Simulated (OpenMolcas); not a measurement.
An atom or ion with 6 electrons was computed by SS-CASPT2, IPEA 0.25 Eh, imaginary shift 0.1 Eh with spin-orbit coupling (OpenMolcas, ANO-RCC-VTZP, DKH2). The lowest levels that the run gave, each within 12 % of the measured value where one is at hand:

```tsv
J	Parity	E (cm-1)	g
0	even	0.0	
1	even	15.8	1.501
2	even	47.2	1.501
2	even	10270	1.000
0	even	23400
```

Problem. Which ion is it, and what are the configurations and terms?

Solution. C I (Z = 6, neutral; active space 2 electrons in 3 orbitals (2p)). J, parity and g give the terms where levels are pure, and mixed ones are named by the computed weights; the size of the splittings, set against known spectra of the 6-electron sequence, gives the charge. In order, with the measured energies in cm-1 (NIST Handbook of Basic Atomic Spectroscopic Data): 2s2 2p2 3P0, 2s2 2p2 3P1 (16.4), 2s2 2p2 3P2 (43.4), 2s2 2p2 1D2 (10193), 2s2 2p2 1S0 (21648).

Term energies are means over components that CASPT2 splits; among the terms shown or strongly mixed into the levels shown the widest spread is 82 cm-1 (2s2 2p2 1D). With the s shell closed, the reference lacks s² → p² mixing. Measured partners are found by configuration, term and J. A level has none where our copy of the source lacks it or the pairing is in doubt (some pairs that miss far off the trend of their configuration count as doubtful), and it then counts in no deviation. Only configurations of the active space appear.
